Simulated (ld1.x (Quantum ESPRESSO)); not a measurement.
Ge (Z = 32), TM: configuration errors across variants

* Element: Ge (Z = 32)
* Generator: ld1.x (Quantum ESPRESSO) 7.5
* Type: norm-conserving Troullier–Martins (Kleinman–Bylander form)
* Functional: PW91
* Relativity: scalar-relativistic
* Frozen core: [Ar]
* Valence charge: 14
* Reference configuration: 3d10 4s2 4p2
* Partial waves: 4p (bound): rc 2.05 bohr; 3d (bound): rc 1.10 bohr; 4s (bound): rc 1.80 bohr
* Local potential: the s channel
* Core correction: none

All-electron excitation energies from the reference (eV): (1) 3d10 4s2 4p1 7.502; (2) 3d10 4s2 4p0 23.026; (3) 3d10 4s1 4p0 57.927; (4) 3d10 4s2 4p1.5 2.828; (5) 3d9 4s2 4p2 38.780; (6) 3d9 4s2 4p3 29.666; (7) 3d10 4s0 4p0 104.358.

4 further variants failed, have other tests or another functional or relativity, and are left out.

A true bound ghost makes a file unfit for plane-wave use even where its test errors are small: the radial tests pick states by their node count and pass the ghost by.

Errors AE − PS in meV (a dash: test not solved or not reliable):

```csv
change,(1),(2),(3),(4),(5),(6),(7),bound ghosts
base,-0.8,-0.2,+21,-0.4,-737,-798,+122,none
wave 3d (bound): rc 1.10 bohr becomes 3d (bound): rc 0.96 bohr,-0.8,-0.5,+19,-0.4,-813,-876,+117,none
core correction a·sin(br)/r model core inside 0.50 bohr,-1.0,-4.1,-21,-0.4,-810,-874,-91,none
"all radii scaled by about 0.77 (s 1.38, p 1.58, d 0.84 bohr)",-0.8,+0.5,+21,-0.4,-825,-884,+119,p
local potential the d channel,-0.1,+2.2,+30,-0.2,-337,-413,+133,"s, p"
```

(1) Give the same row for: wave 4p (bound): rc 2.05 bohr becomes 4p (bound): rc 2.40 bohr.

## Answers

(1) -1.1, -4.5, +6.6, -0.4, -721, -771, +95; bound ghosts: none.
